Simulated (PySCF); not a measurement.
Atomic charges by several schemes

C₆H₁₈NP₂ (charge +1).
Atom-mapped SMILES: `[CH3:1][P:2]([CH3:3])([CH3:4])=[N:5][P+:6]([CH3:7])([CH3:8])[CH3:9]` (hydrogens: H10, H11, H12 on C1; H13, H14, H15 on C3; H16, H17, H18 on C4; H19, H20, H21 on C7; H22, H23, H24 on C8; H25, H26, H27 on C9)

Structure used (PBE0-D3(BJ)/def2-SVP), in Å, numbered top down from 1:
```xyz
27
C6H18NP2 angstrom
C      1.9216   -0.0341   -1.7043
P      1.4693    0.3706   -0.0015
C      2.8527   -0.0991    1.0447
C      1.3217    2.1712    0.0784
N      0.1754   -0.4032    0.5127
P     -1.3873   -0.5683    0.2534
C     -2.3321    0.9376    0.5796
C     -2.0048   -1.8386    1.3640
C     -1.8006   -1.0790   -1.4312
H      2.0515   -1.1227   -1.7920
H      1.1254    0.2863   -2.3918
H      2.8590    0.4665   -1.9880
H      3.7774    0.4014    0.7236
H      2.9825   -1.1894    0.9914
H      2.6227    0.1769    2.0835
H      1.0723    2.4677    1.1075
H      2.2665    2.6517   -0.2165
H      0.5246    2.5139   -0.5973
H     -3.4099    0.7558    0.4574
H     -2.0248    1.7322   -0.1158
H     -2.1353    1.2686    1.6096
H     -1.7917   -1.5373    2.3995
H     -1.4754   -2.7795    1.1565
H     -3.0865   -1.9848    1.2344
H     -2.8823   -1.2534   -1.5294
H     -1.2621   -2.0075   -1.6702
H     -1.5025   -0.2977   -2.1457
```

Density: PBE0/pcSseg-1 (PySCF); schemes: Mulliken, IAO, Hirshfeld and ESP-fitted. Geometry: PBE0-D3(BJ)/def2-SVP; no solvent, vibrations or thermal averaging.

Question: Atoms with like bonding are taken together and averaged. For which atoms does the sign change between the 4 schemes (beyond +0.03 e in one, beyond −0.03 e in another)?

Answer: For none.

Question: Do the Mulliken, IAO, Hirshfeld and ESP-fitted schemes agree on where the charge is highest?

Answer: All schemes agree: Mulliken P2/P6 (+0.629); IAO P2/P6 (+1.422); Hirshfeld P2/P6 (+0.470); ESP-fitted P2/P6 (+1.142).

Question: Give the atomic charges in each scheme.

Answer: In e; atoms taken as equivalent share a row and are averaged (×n: the atom named and its like, n in all):

```tsv
atom	environment	Mulliken	IAO	Hirshfeld	ESP-fitted
C1 (×6)	sp3 carbon bound to phosphorus	-0.452	-0.666	-0.143	-0.710
P2/P6	phosphorus bonded to 3 C and N	+0.629	+1.422	+0.470	+1.142
N5	nitrogen bonded to 2 P	-0.776	-1.084	-0.342	-0.913
H10 (×18)	methyl hydrogen	+0.180	+0.180	+0.070	+0.216
```

Mean size of the charges over all atoms: ESP-fitted 0.420 e, IAO 0.413 e, Mulliken 0.295 e, Hirshfeld 0.126 e. Each set sums to the total charge, 1, to within 0.001 e. The Mulliken scheme gives each basis function's population to the atom it is centred on and halves the overlap population of two atoms between them.

Some averages cover members that differ in this geometry: C1 (×6), ESP-fitted -0.720 to -0.691 e.

Question: Sum the charges by element, for elements with more than one atom.

Answer: 
```tsv
element	atoms	Mulliken	IAO	Hirshfeld	ESP-fitted
C	6	-2.713	-3.997	-0.855	-4.259
P	2	+1.257	+2.844	+0.941	+2.285
H	18	+3.232	+3.237	+1.256	+3.887
```

Question: How many electrons does the ESP-fitted scheme count on C4?

Answer: Its own charge is -0.717 e, so Z − q = 6.717.

These values come from a run that also computed NMR shieldings. Hardware: an AMD EPYC 9R14 with one thread, on a shared host. Cost: 60 s wall, 1.3 GiB resident at most.
